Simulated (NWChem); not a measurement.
All runs are NWChem calculations. System: Cl2In (+1), charge 1, spin multiplicity 1, at a geometry optimised with PBE0/def2-SVP with def2 effective core potentials on In. The structure started from a generated list of species. Level: TDA-BHandHLYP/def2-SVPD with def2 effective core potentials on In.

The NWChem input:

```
start mol
memory heap 200 mb stack 900 mb global 1100 mb
charge 1
geometry units angstroms nocenter noautoz
  In     0.000000     0.000000     0.000000
  Cl     0.000000     0.000000     2.245134
  Cl     0.000000     0.000000    -2.245134
  symmetry group D2h
end
basis spherical
  * library def2-svpd
end
ecp
  In library def2-ecp
end
dft
  xc bhlyp
  semidirect memsize 60000000 filesize 0
  iterations 100
end
tddft
  cis
  nroots 5
  notriplet
  thresh 1e-4
end
task tddft energy
```

Part of the output:

```
             Northwest Computational Chemistry Package (NWChem) 7.3.0
             --------------------------------------------------------

                                NWChem Input Module
                                -------------------

 Scaling coordinates for geometry "geometry" by  1.889725989
 (inverse scale =  0.529177249)

 Turning off AUTOSYM since
 SYMMETRY directive was detected!

                             Geometry "geometry" -> ""
                             -------------------------

 Output coordinates in angstroms (scale by  1.889725989 to convert to a.u.)

  No.       Tag          Charge          X              Y              Z
 ---- ---------------- ---------- -------------- -------------- --------------
    1 In                  49.0000     0.00000000     0.00000000     0.00000000
    2 Cl                  17.0000     0.00000000     0.00000000     2.24513400
    3 Cl                  17.0000     0.00000000     0.00000000    -2.24513400

 Effective nuclear repulsion energy (a.u.)     426.7341768081

            Nuclear Dipole moment (a.u.)
            ----------------------------
        X                 Y               Z
 ---------------- ---------------- ----------------
     0.0000000000     0.0000000000     0.0000000000

      Symmetry information
      --------------------

 Group name             D2h
 Group number             26
 Group order               8
 No. of unique centers     2

      Symmetry unique atoms

     1    2


 Summary of "ao basis" -> "" (spherical)
 ------------------------------------------------------------------------------
       Tag                 Description            Shells   Functions and Types
 ---------------- ------------------------------  ------  ---------------------
 *                         def2-svpd                  on all atoms

                                 NWChem DFT Module
                                 -----------------

 Summary of "ao basis" -> "ao basis" (spherical)
 ------------------------------------------------------------------------------
       Tag                 Description            Shells   Functions and Types
[...]
     Occ.   24  b3u ---  Virt.   32  b1u      0.06646
     Occ.   24  b3u ---  Virt.   44  b1u     -0.07558
     Occ.   26  b2g ---  Virt.   28  ag       0.99262
  ----------------------------------------------------------------------------
  Root   3 singlet b2u            0.181189931 a.u.                4.9304 eV
  ----------------------------------------------------------------------------
     Transition Moments    X  0.01337   Y  0.39637   Z -0.00000
     Transition Moments   XX  0.00000  XY  0.00000  XZ -0.00000
     Transition Moments   YY  0.00000  YZ -0.00000  ZZ  0.00000
     Dipole Oscillator Strength                    0.0189991088
     Electric Quadrupole                           0.0000000000
     Magnetic Dipole                               0.0000000000
     Total Oscillator Strength                     0.0189991088

          sigma_e =   2.0731 Angstrom
          sigma_h =   2.3832 Angstrom
         |d_h->e| =   0.0000 Angstrom
            d_exc =   2.9827 Angstrom
            d_CD1 =   0.3101 Angstrom
            d_CD2 =  -2.2281 Angstrom
            d_CD3 =   2.9827 Angstrom
     Pearson C.C. =   0.1094

     Occ.   25  b2u ---  Virt.   28  ag      -0.99147
     Occ.   27  b3g ---  Virt.   32  b1u     -0.06742
     Occ.   27  b3g ---  Virt.   44  b1u      0.08018
  ----------------------------------------------------------------------------
  Root   4 singlet b3u            0.181189931 a.u.                4.9304 eV
  ----------------------------------------------------------------------------
     Transition Moments    X -0.39637   Y  0.01337   Z  0.00000
     Transition Moments   XX -0.00000  XY -0.00000  XZ  0.00000
     Transition Moments   YY -0.00000  YZ  0.00000  ZZ -0.00000
     Dipole Oscillator Strength                    0.0189991088
     Electric Quadrupole                           0.0000000000
     Magnetic Dipole                               0.0000000000
     Total Oscillator Strength                     0.0189991088

          sigma_e =   2.0731 Angstrom
          sigma_h =   2.3832 Angstrom
         |d_h->e| =   0.0000 Angstrom
            d_exc =   2.9827 Angstrom
            d_CD1 =   0.3101 Angstrom
            d_CD2 =  -2.2281 Angstrom
            d_CD3 =   2.9827 Angstrom
     Pearson C.C. =   0.1094

     Occ.   24  b3u ---  Virt.   28  ag       0.99147
     Occ.   26  b2g ---  Virt.   32  b1u      0.06742
     Occ.   26  b2g ---  Virt.   44  b1u     -0.08018
  ----------------------------------------------------------------------------
  Root   5 singlet b1u            0.240722703 a.u.                6.5504 eV
  ----------------------------------------------------------------------------
     Transition Moments    X -0.00000   Y -0.00000   Z -0.78878
     Transition Moments   XX -0.00000  XY -0.00000  XZ  0.00000
     Transition Moments   YY -0.00000  YZ -0.00000  ZZ -0.00000
     Dipole Oscillator Strength                    0.0998478664
     Electric Quadrupole                           0.0000000000
     Magnetic Dipole                               0.0000000000
     Total Oscillator Strength                     0.0998478664

          sigma_e =   2.0321 Angstrom
          sigma_h =   2.4223 Angstrom
         |d_h->e| =   0.0000 Angstrom
            d_exc =   3.0227 Angstrom
            d_CD1 =   0.3902 Angstrom
            d_CD2 =  -2.2272 Angstrom
            d_CD3 =   3.0227 Angstrom
     Pearson C.C. =   0.0874

     Occ.   23  b1u ---  Virt.   28  ag       0.71540
     Occ.   26  b2g ---  Virt.   29  b3u      0.48829
     Occ.   27  b3g ---  Virt.   30  b2u      0.48829

              Target root =      1
          Target symmetry = none
      Ground state energy =  -1109.953641031463
        Excitation energy =      0.164786323839
     Excited state energy =  -1109.788854707624

  stored tddft:energy   -1109.7888547076241

 Task  times  cpu:       56.3s     wall:       56.3s

 Total times  cpu:       56.4s     wall:       56.4s
```
